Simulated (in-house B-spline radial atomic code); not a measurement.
## Response and correlation of I⁻

Closed shell [Kr] 4d10 5s2 5p6. Computed with an all-electron radial atomic-structure program (B-spline basis): Dirac-Hartree-Fock, relativistic RPA (time-dependent Dirac-Hartree-Fock) for the response and second-order many-body perturbation theory for correlation, no-pair Dirac-Coulomb Hamiltonian, finite nucleus, speed of light scaled by 100 (non-relativistic limit).

Command:
```bash
python run_mb.py task.json out
```
Settings (nuclear radius in fm, box in bohr, cutoff in hartree):
```
basis_form          2
Z                   53
core_configuration  [Kr] 4d10 5s2 5p6
rms_radius          4.75
mass_number         127
speed_of_light      13703.59991
box_radius          67.716
lmax                7
intervals           69
virtual_cutoff      70225.0
```

Cost of the run: 29 s on 1 thread of Arm Neoverse V1 (shared host).

| multipole (bohr³, bohr⁵, bohr⁷) | uncoupled | coupled RPA |
| --- | --- | --- |
| dipole | 54.411 | 62.583 |
| quadrupole | 559.66 | ? |
| octupole | 17398 | 27872 |

**Question.** What is the coupled quadrupole polarisability?

**Answer.** 881.25 atomic units, +57 % against the uncoupled value.

**Question.** Which subshells carry the dipole polarisability?

**Answer.** 5p3/2 66.3 %, 5p1/2 33.1 %, 4d5/2 0.3 %.

**Question.** What does the dipole shielding factor come to?

**Answer.** The dipole shielding factor is 1.019, against the exact N/Z = 54/53 = 1.019 of the non-relativistic theorem.

Dipole polarisability at imaginary frequency:

```json
{"u (Eh)": "0", "α(iu) (bohr³)": "62.58"}
{"u (Eh)": "0.0177", "α(iu) (bohr³)": "62.24"}
{"u (Eh)": "0.053", "α(iu) (bohr³)": "59.72"}
{"u (Eh)": "0.106", "α(iu) (bohr³)": "53.14"}
{"u (Eh)": "0.177", "α(iu) (bohr³)": "43.41"}
{"u (Eh)": "0.354", "α(iu) (bohr³)": "26.03"}
{"u (Eh)": "0.707", "α(iu) (bohr³)": "11.67"}
{"u (Eh)": "1.77", "α(iu) (bohr³)": "3.117"}
```

**Question.** What dispersion coefficients follow for two such ions (the dispersion part alone)?

**Answer.** C6 = (3/π)∫α(iu)²du = 868.2 hartree·bohr⁶ and C8 = 60290 hartree·bohr⁸.

Second-order correlation energy by the highest angular momentum of the excited pair (hartree): s -0.02342, p -0.2389, d -0.7699, f -1.246, g -0.4024, h -0.1756, i -0.08042, k -0.04116.

**Question.** What is the second-order correlation energy at the partial-wave limit?

**Answer.** The listed waves sum to -2.978 hartree; extrapolating the increments as (l + 1/2)⁻⁴ gives -3.0621 hartree, -1.54 eV per electron.
